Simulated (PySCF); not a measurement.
C₄H₉FSi.

```xyz
15

F     -0.6349     1.8910    -0.8734
Si    -0.2816     0.8798     0.3667
C      1.4384     0.1309     0.1757
C      1.1447    -1.2625    -0.4283
C     -0.1307    -1.8231     0.2315
C     -1.2373    -0.7406     0.1914
H     -0.5130     1.6637     1.6103
H      1.8969     0.0251     1.1756
H      2.1296     0.7322    -0.4345
H      1.9946    -1.9542    -0.3083
H      0.9730    -1.1608    -1.5148
H      0.0952    -2.0762     1.2829
H     -0.4539    -2.7593    -0.2521
H     -1.7316    -0.7284    -0.7963
H     -2.0251    -0.9059     0.9418
```

Geometry: B3LYP-D3(BJ)/def2-SVP. The values are those of a single conformer.

These are PBE/pcSseg-1 in PySCF values and carry that method's errors. Non-relativistic, no solvent.

Computed absolute GIAO shielding of each atom: isotropic value and principal components (ppm):
| atom | σ(iso) | σ11 | σ22 | σ33 | span |
|---|---|---|---|---|---|
| F1 | 356.4 | 345.3 | 350.4 | 373.4 | 28.1 |
| Si2 | 286.3 | 224.0 | 300.6 | 334.1 | 110.1 |
| C3 | 162.5 | 154.0 | 165.1 | 168.5 | 14.5 |
| C4 | 149.0 | 130.4 | 152.5 | 164.0 | 33.6 |
| C5 | 149.1 | 127.6 | 152.7 | 166.9 | 39.3 |
| C6 | 163.1 | 150.3 | 160.3 | 178.6 | 28.3 |
| H7 | 25.5 | 22.2 | 23.7 | 30.7 | 8.5 |
| H8 | 30.9 | 26.4 | 28.3 | 38.0 | 11.6 |
| H9 | 30.1 | 26.2 | 27.4 | 36.7 | 10.6 |
| H10 | 29.2 | 24.0 | 27.4 | 36.1 | 12.1 |
| H11 | 29.7 | 25.5 | 27.9 | 35.8 | 10.3 |
| H12 | 30.2 | 25.4 | 28.5 | 36.6 | 11.2 |
| H13 | 29.1 | 24.0 | 27.3 | 36.0 | 12.0 |
| H14 | 30.5 | 26.5 | 27.9 | 37.1 | 10.7 |
| H15 | 30.0 | 25.6 | 27.7 | 36.7 | 11.1 |
